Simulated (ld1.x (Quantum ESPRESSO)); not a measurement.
## Transferability test, ultrasoft potential for S

sulfur (S), ultrasoft, made with ld1.x (Quantum ESPRESSO) 7.5 (PBE, scalar-relativistic). Core [Ne], reference 3s2 3p3 (charge +1). Waves: 3s (bound): rcut 1.25, rcutus 1.60 bohr; 3s channel at -1.35 Ry: rcut 1.25, rcutus 1.60 bohr; 3p (bound): rcut 1.10, rcutus 1.25 bohr; 3p channel at -0.8 Ry: rcut 1.10, rcutus 1.25 bohr; 3d channel at 0.45 Ry: rcut 1.30, rcutus 1.70 bohr. Local part: all-electron potential smoothed inside 1.10 bohr (lloc = -2). Core correction: none. Augmentation charge: built from norm-conserving waves at rcut, not smoothed further.

Energies are relative to the spin-unpolarised reference configuration 3s2 3p3; without spin polarisation the order of configurations can differ from experiment.

```json
{"valence configuration": "3s2 3p4", "charge": "0", "ΔE all-electron (eV)": "-11.769", "error AE − PS (meV)": "+0.9"}
{"valence configuration": "3s2 3p2", "charge": "+2", "ΔE all-electron (eV)": "22.284", "error AE − PS (meV)": "+0.9"}
{"valence configuration": "3s2 3p1", "charge": "+3", "ΔE all-electron (eV)": "56.325", "error AE − PS (meV)": "+17"}
{"valence configuration": "3s1 3p5", "charge": "0", "ΔE all-electron (eV)": "-1.458", "error AE − PS (meV)": "+4.6"}
{"valence configuration": "3s2 3p4.3", "charge": "-0.3", "ΔE all-electron (eV)": "-13.478", "error AE − PS (meV)": "+1.0"}
{"valence configuration": "3s0 3p6", "charge": "0", "ΔE all-electron (eV)": "8.971", "error AE − PS (meV)": "+15"}
```

(1) What are ΔE and the potential's error for 3s2 3p3.5?

## Answers

(1) ΔE = -7.109 eV all-electron; the error (AE − PS) is +0.6 meV.
